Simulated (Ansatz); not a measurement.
Ansatz (an electronic-structure program) input:

Ansatz 0.2 input:
```yaml
crystal:
  periodic: [false, false, false]
  atoms:
    - {symbol: Sb, position_ang: [-0.00000000, -0.00000000, -1.29665455]}
    - {symbol: Sb, position_ang: [0.00000000, 0.00000000, 1.29665455]}
basis:
  gaussian:
    orbitals: STO-3G
total_charge: -1
magnetization: {spin_polarized: true, initial_magnetization: 1}
correlation: {method: ccsd_t, electrons: outside_noble_gas}
```

Which total energy does the run end on?

-12502.67756 Eh (CCSD(T)/STO-3G). The basis has 54 functions.

The determinant is spin-contaminated: <S^2> is 1.48 against 0.75 for a pure state.
